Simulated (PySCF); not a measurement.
[HfF7]3- (charge -3 and singlet state).
Bonds: Hf1–F2, Hf1–F3, Hf1–F4, Hf1–F5, Hf1–F6, Hf1–F7, Hf1–F8.

Method used: PBE0-D3(BJ)/def2-SVP geometry optimisation, gas phase, def2 core potentials past Kr in PySCF 2.14.0.

**Question.** List the bond lengths and angles at this level.

**Answer.** 
| bond | length (Å) |
| --- | --- |
| Hf1–F2 and 5 like bonds | 2.091 |
| Hf1–F5 | 2.105 |

Bonds in one row agree within 0.01 Å and their mean is given. A selection of angles:
| angle | degrees |
| --- | --- |
| F2–Hf1–F3 | 158.2 |
| F2–Hf1–F4 | 77.8 |
| F2–Hf1–F5 | 126.2 |
| F2–Hf1–F6 | 79.5 |
| F2–Hf1–F7 | 82.6 |
| F2–Hf1–F8 | 86.7 |
| F3–Hf1–F4 | 114.9 |
| F3–Hf1–F5 | 75.4 |
| F3–Hf1–F6 | 107.2 |
| F4–Hf1–F5 | 74.2 |
| F4–Hf1–F6 | 117.8 |
| F4–Hf1–F7 | 151.3 |
| F5–Hf1–F7 | 134.4 |
| F5–Hf1–F8 | 128.9 |
| F6–Hf1–F8 | 156.2 |
| F7–Hf1–F8 | 81.0 |

Hf1 (hafnium bonded to 7 F) has angles from 74.2° to 158.2°.

Point group: near C3v, missed by 0.25 Å at most; the miss may be what the optimiser left on a soft mode (Cs holds within 0.08 Å). Whether it is a minimum is left open (no frequencies). Whether so highly charged an anion holds all its electrons in the gas phase wasn't checked; a finite basis holds them in any case. No counter-ion or solvent screens the charge of this multiply charged ion. The geometry's basis has no diffuse functions, a weakness for an anion.
